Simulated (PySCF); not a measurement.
Identify the unknown among the candidates.

All candidates are C3H12OSSi2.

| technique | computed result |
| --- | --- |
| 1H NMR | chemical shifts (computed TMS as zero) by class: 6.15 (1 H), 3.68 (1 H), 3.60 (1 H), 1.88 (3 H), 1.43 (1 H), 1.23 (3 H), 0.98 (1 H), 0.97 (1 H) ppm [GIAO PBE0/pcSseg-1] |
| NMR, other nuclei | isotropic shieldings of nuclei other than C and H, by class: 315 (1 O), 340 (1 Si), 429 (1 Si), 699 (1 S) ppm [GIAO PBE0/pcSseg-1] |
| Rotational structure | rotational constants A, B, C: 1.972, 0.766, 0.663 GHz [GFN2-xTB] |
| Dipole | 0.60 D [PBE0/pcSseg-1] |
| 13C NMR | chemical shifts (computed TMS as zero) by class: 13.9 (1 C), 9.9 (1 C), 2.1 (1 C) ppm [GIAO PBE0/pcSseg-1] |

Electronic properties: PySCF, gas phase, density fitting. Levels stand in brackets. One conformer (not necessarily the lowest) at the GFN2-xTB geometry, without solvent, vibrations or thermal averaging. NMR classes are plain means over equivalent atoms (diastereotopic ones count apart unless rotation or inversion swaps them), as if these changed places fast.

Question: Which candidate is it?
A. `CC[SiH2][Si@@H](O)SC`
B. `CC(C)O[SiH2]S[SiH3]`
C. `CS[SiH2]OCC[SiH3]`

Answer: A. It is `CC[SiH2][Si@@H](O)SC`. Numbering: `[CH3:1][CH2:2][SiH2:3][Si@@H:4]([OH:5])[S:6][CH3:7]`. Its formula, C3H12OSSi2, gives 0 degrees of unsaturation, so no ring and no π bond. 3 carbons fall into 3 classes; from least to most shielded: methyl carbon [C1] (13.9 ppm), S-methyl carbon [C7] (9.9 ppm), sp3 carbon bound to silicon [C2] (2.1 ppm). Hydrogen classes from least to most shielded: 1 H on an oxygen-bound silicon, Si4 (6.15 ppm), 1 H on an SiH2 silicon, Si3 (3.68 ppm), 1 H on an SiH2 silicon, Si3 (3.60 ppm), 3 H on an S-methyl carbon, C7 (1.88 ppm), 1 H on a silanol oxygen, O5 (1.43 ppm), 3 H on a methyl carbon, C1 (1.23 ppm, a mean of values up to 0.6 ppm apart in this geometry), 1 H on an sp3 carbon bound to silicon, C2 (0.98 ppm), 1 H on an sp3 carbon bound to silicon, C2 (0.97 ppm). The other shieldings belong to: 315 ppm, silanol oxygen [O5]; 340 ppm, oxygen-bound silicon [Si4]; 429 ppm, SiH2 silicon [Si3]; 699 ppm, sulfur bonded to C and Si [S6]. The optimised geometry has point group C1 and is an asymmetric top.

The others, at the same levels:
- `CS[SiH2]OCC[SiH3]` fails: its computed 13C shifts are 65.6 (1 C), 16.4 (1 C), 7.8 (1 C) ppm, 1H shifts are 5.28 (2 H), 4.11 (2 H), 3.92 (3 H), 1.77 (3 H), 1.08 (2 H) ppm and rotational constant A is 2.869 GHz (against 1.972 GHz).
- `CC(C)O[SiH2]S[SiH3]` fails: it has 2 carbon classes against 3; its computed 13C shifts are 69.9 (1 C), 26.7 (2 C) ppm, 1H shifts are 5.54 (2 H), 4.63 (3 H), 3.93 (1 H), 1.30 (6 H) ppm and rotational constant A is 2.153 GHz (against 1.972 GHz).

Each candidate is one conformer, not necessarily the lowest. The conformers computed, where there is a choice (atom-mapped SMILES and torsion angles):
- `[CH3:1][CH2:2][SiH2:3][Si@@H:4]([OH:5])[S:6][CH3:7]`: C1–C2–Si3–Si4 179°, C2–Si3–Si4–O5 -53°, Si3–Si4–S6–C7 67°, H–O5–Si4–Si3 158°
- `[CH3:1][S:2][SiH2:3][O:4][CH2:5][CH2:6][SiH3:7]`: C1–S2–Si3–O4 -178°, S2–Si3–O4–C5 -173°, Si3–O4–C5–C6 128°, O4–C5–C6–Si7 -60°
- `[CH3:1][CH:2]([CH3:3])[O:4][SiH2:5][S:6][SiH3:7]`: C1–C2–O4–Si5 112°, C2–O4–Si5–S6 179°, O4–Si5–S6–Si7 2°
